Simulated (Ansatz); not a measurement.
Z-matrix (Å, degrees):
```
Sn
C 1 2.122
H 1 1.708 2 110.3
H 1 1.712 2 110.8 3 -121.3
H 1 1.710 2 107.7 3 119.8
C 2 1.549 1 119.3 3 -163.0
Si 2 1.846 1 122.0 3 -85.5
H 2 1.087 1 112.4 3 58.8
H 6 1.086 2 117.2 1 2.6
H 6 1.086 2 116.1 1 -134.0
H 7 1.478 2 119.3 1 144.8
H 7 1.478 2 119.3 1 -4.6
```

Total charge 0; spin multiplicity 1. Sn takes the def2 core potential.

Question: List the ωB97M-V/def2-TZVPP orbital energies in eV (Ansatz). (Best estimate.)

Answer: Ansatz gave: Occupied: -1806.83, -281.50, -281.43, -147.95, -142.64, -102.07, -102.06, -102.05, -97.20, -97.19, -97.18, -30.83, -30.82, -30.82, -30.69, -30.69, -24.42, -19.21, -17.23, -16.63, -15.00, -13.91, -12.21, -11.58, -11.30, -10.93, -10.41, -8.96. Lowest empty: 1.43, 1.82, 2.19, 2.51, 2.54, 2.87, 3.32, 3.46.
